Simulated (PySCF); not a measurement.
Relaxation of singlet TiCl₃⁺

Computed with PBE0/[Ti def2-TZVP, Cl def2-TZVP], no relativity, density fitting, PySCF. A (50,194) grid was used.

A hand-made trigonal pyramidal start, of C3v symmetry, held to at least that symmetry:

Coordinates in bohr (charge 1 multiplicity 1):
```
Ti    0.0000    0.0000   -1.4023
Cl    3.8426    0.0000    0.6409
Cl   -1.9213    3.3278    0.6409
Cl   -1.9213   -3.3278    0.6409
```

**Question.** What forces act on the atoms at the start (eV/Å)?

**Answer.** 
```csv
atom,Fx,Fy,Fz
Ti1,0.00,0.00,5.22
Cl2,-2.54,0.00,-1.74
Cl3,1.27,-2.20,-1.74
Cl4,1.27,2.20,-1.74
```

**Question.** What does it relax to?

**Answer.** It ends at C3v with Ti–Cl 2.103 Å (×3); Cl–Ti–Cl 111.8° (×3). A frequency run shows a minimum. Other isomers or separated fragments may lie lower.

**Question.** How much energy is released, and in how many steps?

**Answer.** 123.8 kJ/mol in 7 steps.

The relaxation took 19 s on 4 threads of a shared Arm Neoverse V2 host, with 156 basis functions and 8 gradients; the process peaked at 0.91 GiB. Launch command: `OMP_NUM_THREADS=4 python axn.py task.json out`.
